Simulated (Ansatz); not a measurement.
```xyz
12

C     0.952   -1.548   -0.792
C    -0.079   -0.546   -0.456
F    -1.236   -0.727   -1.089
C     0.068    0.467    0.391
F     1.239    0.634    1.018
C    -0.915    1.525    0.790
F    -0.439    2.741    0.495
F    -1.120    1.498    2.113
F    -2.089    1.385    0.188
H     1.153   -1.525   -1.866
H     0.590   -2.549   -0.541
H     1.876   -1.356   -0.251
```

The species carries charge 0 and has multiplicity 1.

(1) List the CAM-B3LYP/def2-TZVPP orbital energies in eV (Ansatz). (Best estimate.)

Answers

(1) Ansatz gave: Occupied: -674.95, -674.78, -674.78, -674.75, -674.75, -286.26, -282.27, -281.95, -279.67, -38.60, -36.61, -36.53, -36.05, -35.92, -25.12, -23.43, -21.43, -19.70, -18.72, -18.67, -18.59, -17.43, -16.22, -15.80, -15.49, -15.19, -14.97, -14.76, -14.12, -14.04, -13.81, -13.73, -13.52, -13.38, -12.27, -9.30. Lowest empty: 0.71, 1.90, 2.55, 3.66, 3.89, 3.91, 4.75, 5.38.
